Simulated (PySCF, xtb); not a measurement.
VO₂, SMILES [O]=[V]=[O] (connectivity only; charge and spin as stated), neutral, multiplicity 2.

Harmonic wavenumbers (cm⁻¹) from GFN2-xTB in xtb 6.7.1 at its own minimum, in rising order: 352, 941, 1007.

Q: What does PBE-D3(BJ)/def2-TZVP (PySCF) give at its own minimum? (An estimate is asked for; the answer gives what the named calculation found.)

A: 334, 988, 1006. Paired by order, the mean absolute difference is 21 cm⁻¹ and the zero-point energies are 3.3 and 3.3 kcal/mol.
